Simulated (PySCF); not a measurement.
**Choosing a basis for TDDFT**

Species: B2ClH7P2.
SMILES: `Cl[BH-]1[PH2+][BH2-][PH2+]1`

TDDFT with PBE0 (PySCF), vertical singlets, core orbitals frozen in the response, spherical d and f functions. Isolated species at its PBE0-D3(BJ)/def2-SVP geometry (one conformer only).

Question: How do the low singlets change with the basis? Take 6-31G*, 6-31+G*, def2-SVP, def2-SVPD, aug-cc-pVDZ, def2-TZVP and def2-TZVPD.

Answer: 

| basis | functions | diffuse | S1 (eV) | S2 (eV) | S3 (eV) | S4 (eV) | S5 (eV) | LUMO (eV) | α (au) |
| --- | --- | --- | --- | --- | --- | --- | --- | --- | --- |
| 6-31G* | 96 | no | 6.05 | 6.19 | 6.45 | 6.66 | 7.32 | -0.27 | 81.3 |
| 6-31+G* | 116 | yes | 5.80 | 5.99 | 6.23 | 6.44 | 6.47 | -0.69 | 89.5 |
| def2-SVP | 117 | no | 5.93 | 6.09 | 6.89 | 7.03 | 7.12 | -0.37 | 81.4 |
| def2-SVPD | 171 | yes | 5.78 | 5.97 | 6.27 | 6.47 | 6.64 | -0.70 | 96.6 |
| aug-cc-pVDZ | 190 | yes | 5.72 | 5.93 | 6.18 | 6.36 | 6.39 | -0.76 | 97.5 |
| def2-TZVP | 215 | no | 5.71 | 5.88 | 6.28 | 6.47 | 6.70 | -0.68 | 92.4 |
| def2-TZVPD | 269 | yes | 5.63 | 5.82 | 6.07 | 6.26 | 6.43 | -0.81 | 98.1 |

States are compared by their number. Against the largest diffuse basis here (def2-TZVPD, itself not a converged limit), sets without diffuse functions differ by up to 0.41 eV in S1 and 0.89 eV in S5; the smaller diffuse sets differ by up to 0.17 and 0.21 eV. State by state, the largest deviation of a set without diffuse functions is S1 0.41, S2 0.37, S3 0.82, S4 0.77, S5 0.89 eV. The same number needn't mean the same state in each row. Against def2-TZVPD the polarisability deviates by -17% in 6-31G*, -9% in 6-31+G*, -17% in def2-SVP, -2% in def2-SVPD, -1% in aug-cc-pVDZ, -6% in def2-TZVP. A single + in a Pople set puts diffuse functions on heavy atoms only.
